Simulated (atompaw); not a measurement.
Pm (Z = 61) PAW (atompaw): all-electron and pseudo phase curves

promethium, PAW, made with atompaw 4.2.0.5 (LDA (PW92), scalar-relativistic). Core [Kr], reference 4d10 4f5 5s2 5p6 5d0 6s2 6p0. Waves: 5s (bound); 6s (bound); 5p (bound); 6p (bound, empty); 4d (bound); 5d (bound, empty); 4f (bound); 4f channel at 0.55 Ry. Local part: bessel scheme, radius 2.70 bohr. Core correction: smooth core density matched at 1.70 bohr. Augmentation charge: sinc compensation charge, radius 2.35 bohr; PAW radius 2.80 bohr; waves and projectors: bloechl.

The phase is arctan(r·u′/u) with u = r·R(r), unwrapped; energies in Ry, scanned from -11 to 5 Ry. A pole is an energy at which the radial function vanishes at the test radius. The pseudo phase is shifted by a multiple of π to meet the all-electron one at the reference energy, and phase errors are pseudo minus all-electron; the curves can meet again beyond the range given. Levels narrower than the energy grid can be missing from the lists of poles.

Problem. For each channel, where are the poles, and over which energies does the pseudopotential scatter like the atom?

Solution.

```
channel  radius (bohr)  reference energy (Ry)  poles, all-electron  poles, pseudo  unbroken range about the reference energy with phases within 0.05 rad  phase error 1 Ry above the reference energy (rad)
      s           2.82                  -0.27          -2.98, 3.35    -2.98, 3.22                                                        the whole range                                             -0.005
      p           2.82                  -0.09          -1.39, 4.74    -1.39, 4.70                                                        the whole range                                             -0.000
      d           2.82                  -0.14                 0.92           1.04                                                              below 1.6                                             +0.024
      f           2.82                  -0.17          -0.10, 3.82    -0.10, 4.38                                                              below 1.6                                             +0.000
```

Phases in the d channel:

| E (Ry) | all-electron | pseudo |
| --- | --- | --- |
| -11.00 | 1.462 | 1.463 |
| -10.52 | 1.460 | 1.460 |
| -10.04 | 1.457 | 1.458 |
| -9.56 | 1.454 | 1.455 |
| -9.08 | 1.451 | 1.451 |
| -8.60 | 1.448 | 1.448 |
| -8.12 | 1.444 | 1.445 |
| -7.64 | 1.440 | 1.441 |
| -7.16 | 1.435 | 1.436 |
| -6.68 | 1.430 | 1.431 |
| -6.20 | 1.425 | 1.426 |
| -5.72 | 1.418 | 1.420 |
| -5.24 | 1.411 | 1.413 |
| -4.76 | 1.403 | 1.404 |
| -4.28 | 1.392 | 1.395 |
| -3.80 | 1.380 | 1.383 |
| -3.32 | 1.365 | 1.368 |
| -2.84 | 1.345 | 1.349 |
| -2.36 | 1.318 | 1.323 |
| -1.88 | 1.279 | 1.285 |
| -1.40 | 1.212 | 1.220 |
| -0.92 | 1.070 | 1.080 |
| -0.44 | 0.565 | 0.575 |
| 0.04 | -0.969 | -0.965 |
| 0.52 | -1.440 | -1.423 |
| 1.00 | -1.590 | -1.562 |
| 1.48 | -1.680 | -1.636 |
| 1.96 | -1.763 | -1.690 |
| 2.44 | -1.872 | -1.740 |
| 2.92 | -2.077 | -1.796 |
| 3.40 | -2.676 | -1.868 |
| 3.88 | -3.849 | -1.976 |
| 4.36 | -4.320 | -2.173 |
| 4.84 | -4.488 | -2.605 |
